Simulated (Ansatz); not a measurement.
`[OH][Al]([Br])[Br]` + HBr → `[Br][Al]([Br])[Br]` + H₂O at 298.15 K and 1 bar (ligand exchange at the Al–O bond).

Gas-phase electronic energies from Ansatz, PBE0-D4/def2-TZVP geometries. CBS: MP2 limit from def2 TZ/QZ plus the TZ coupled-cluster correction, frozen cores. This one scheme is used for every species. For Br outer-core shells are correlated without core-valence functions, which leaves a few kJ/mol of doubt a bond. Scalar relativity is left out up to krypton. One conformer a species, not always the lowest.

| species | CCSD(T)/CBS energy (Eh) | H − E (kJ/mol) | S (J/(mol·K)) |
| --- | --- | --- | --- |
| `[OH][Al]([Br])[Br]` | -5464.62977 | 60.7 | 346.8 |
| HBr | -2573.91920 | 24.6 | 198.6 |
| `[Br][Al]([Br])[Br]` | -7962.17915 | 27.5 | 348.7 |
| H₂O | -76.37941 | 66.4 | 188.7 |

H − E and S are ideal-gas, rigid-rotor, harmonic terms from PBE0-D4/def2-TZVP, for one conformer and one mirror image of each species. 1 Eh = 2625.50 kJ/mol, R = 8.31446 J/(mol·K).

Question: By hand: ΔE, ΔH, ΔS and ΔG.

Answer: ΔE = (-7962.17915) + (-76.37941) − (-5464.62977) − (-2573.91920) = -0.00959 Eh = -25.2 kJ/mol. Δ(H − E) = 27.5 + 66.4 − 60.7 − 24.6 = 8.6, so ΔH = -16.6 kJ/mol. ΔS = 348.7 + 188.7 − 346.8 − 198.6 = -8.0 J/(mol·K). ΔG = -16.6 − 298.15 × (-8.0)/1000 = -14.2 kJ/mol.

Question: By hand: the equilibrium constant, and the temperature at which ΔG would vanish if ΔH and ΔS stayed fixed.

Answer: log₁₀ K = −ΔG/(RT ln 10) = 2.5. ΔG = 0 at ΔH/ΔS = 2075 K, though so small a ΔS makes that figure unsure.

The number of gas molecules stays the same, so ΔS is small and ΔH decides. A doubt of 5 kJ/mol in ΔE shifts log₁₀ K by 0.9 here. Other conformers and mirror images would add mixing entropy, several J/(mol·K) or more a flexible species. These are equilibria of isolated gas molecules and say nothing of rates. Largest T1 diagnostic: 0.008 (customary marks: 0.02 for closed shells, 0.045 for open ones).
